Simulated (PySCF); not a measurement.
**IrOI: from structure and modes to constants**

Method: UPBE0/[Ir def2-SVP with ECP60, O def2-SVP, I def2-SVP with ECP28], scalar-relativistic core potentials, density fitting, no spin–orbit coupling, PySCF.

The triplet minimum has Cs symmetry. Masses (u): Ir 192.96292, O 15.99492, I 126.90447.

```xyz
3
charge 0 multiplicity 3, angstrom
Ir   -0.2592    0.2592   -0.8387
O     0.5334   -0.5334   -2.0963
I     0.3269   -0.3269    1.5393
```

Harmonic wavenumbers (cm⁻¹): 127.9 (a', ×1), 221.3 (a', ×1), 990.9 (a', ×1).

Problem. What is the harmonic zero-point energy?

Solution. Half the sum of all 3 wavenumbers, 1340/2 = 670 cm⁻¹, which is 8.0 kJ/mol (1 cm⁻¹ = 0.0119627 kJ/mol).

Problem. Give the standard entropy (298.15 K, 1 bar) by its translational, rotational, vibrational and spin parts, and Cp.

Solution. Sackur–Tetrode with M = 335.86 u gives 181.4; rotation with symmetry number 1 gives 115.1; vibration 21.0; spin R ln 3 = 9.1. The total is 326.7 J/(mol K), and Cp = 4 R + 17.2 = 50.5 J/(mol K).

Other isomers or separated fragments may lie lower. Other spin states or occupations of the open shell can lie lower. Spin–orbit coupling, left out here, can matter for elements this heavy.
